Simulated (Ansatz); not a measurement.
Basis-set extrapolation for hexamethyldisiloxane (PBE0-D4/def2-TZVP geometry, frozen core, Ansatz). Multiplicity 1, RHF reference.

```tsv
	def2-TZVPP	def2-QZVPP
HF	-890.754849	-890.788586
MP2 correlation	-1.549886	-1.654426
CCSD(T) correlation	-1.712388	not run
```

Energies in hartree. Use E(X) = E(∞) + A·exp(−7.88·√X) for Hartree–Fock and E(X) = E(∞) + B·X^(−2.97) for correlation, with X = 3 and 4, and add CCSD(T) minus MP2 of the smaller set to the MP2 limit.

Problem. What is the CCSD(T) energy at the basis-set limit?

Solution. HF limit: -890.788586 + (-0.033737) × 0.13774 = -890.79323. MP2 limit: -1.654426 + (-0.104540) × 0.74074 = -1.73186. Higher-order term: -1.712388 − (-1.549886) = -0.16250. Total: -892.68759 hartree, 6.00 eV below CCSD(T)/def2-TZVPP.
